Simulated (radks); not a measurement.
Q: Radial electron density D(r) = 4 pi r^2 rho(r) of an atom or ion with 19 electrons. All-electron calculation, scalar-relativistic Kohn-Sham, PBE, spin-polarised, spherical densities, finite nucleus; Fermi nuclear charge, rms radius of each element as measured or else 0.836 A^(1/3) + 0.57 fm. Program: a radial shooting solver on a logarithmic mesh with Libxc functionals.

```
   r/bohr * D(r) (the largest magnitude, 28.7, reaches the edge; | marks zero)
 0.002645 | *
 0.003336 | *
 0.004207 |   *
 0.005348 |    *
 0.006744 |       *
 0.008505 |          *
  0.01073 |               *
  0.01353 |                      *
  0.01706 |                             *
  0.02151 |                                     *
  0.02735 |                                              *
  0.03449 |                                                    *
  0.04349 |                                                      *
  0.05485 |                                                    *
  0.06917 |                                              *
  0.08724 |                                        *
     0.11 |                                       *
   0.1399 |                                             *
   0.1764 |                                                    *
   0.2224 |                                                     *
   0.2805 |                                          *
   0.3538 |                           *
   0.4461 |                   *
   0.5626 |                     *
   0.7153 |                         *
    0.902 |                     *
    1.138 |            *
    1.435 |    *
    1.809 |*
    2.282 *
    2.877 *
```

What is the nuclear charge?

A: Z = 24. The innermost maximum, from 1s, lies near gamma/Z bohr with gamma = sqrt(1 - (Z/c)^2) = 0.985, here 0.041 bohr (found: 0.0435), and its height grows with Z. The density is that of the chromium ion Cr5+ in [He] 2s2 2p5 3s2 3p6 3d2; the configuration itself is not fixed sharply by these data, and Z only to about a unit. D(r) has 3 maxima, at r = 0.0435, 0.200, 0.727 bohr, and minima at 0.102, 0.468 bohr, inside which lie 2.17, 9.47 electrons.
